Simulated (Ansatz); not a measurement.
Q: Predict a relaxed structure of [Ho(NH3)6]3+ (HoN₆H₁₈³⁺), charge 3, quintet, at PBE-D4/def2-SVP (Ansatz).

A: 
```xyz
25

Ho    0.000    0.000   -0.001
N    -1.585    1.501   -1.203
H    -1.965    1.127   -2.094
H    -1.200    2.423   -1.488
H    -2.442    1.763   -0.681
N     1.576   -1.495    1.221
H     1.997   -1.092    2.080
H     2.407   -1.809    0.684
H     1.172   -2.389    1.561
N     0.591   -1.103   -2.156
H     0.025   -1.939   -2.399
H     1.564   -1.456   -2.230
H     0.498   -0.510   -3.003
N    -0.572    1.091    2.166
H    -0.612    0.459    2.989
H    -1.492    1.571    2.200
H     0.084    1.832    2.479
N    -1.846   -1.639    0.333
H    -2.668   -1.515   -0.289
H    -2.273   -1.644    1.279
H    -1.598   -2.637    0.188
N     1.836    1.645   -0.360
H     2.695    1.483    0.201
H     1.605    2.634   -0.147
H     2.203    1.699   -1.330
```
The metal has 6 neighbours: N 2.49 Å, N 2.49 Å, N 2.49 Å, N 2.49 Å, N 2.49 Å, N 2.49 Å. This is one stationary point.

In the def2 sets Ho takes a core potential; there is no spin–orbit coupling. With an open 4f shell the SCF may have ended on a state above the lowest. The relaxation made no stability test and no search for a lower SCF solution. No other spin state of charge 3 was run.
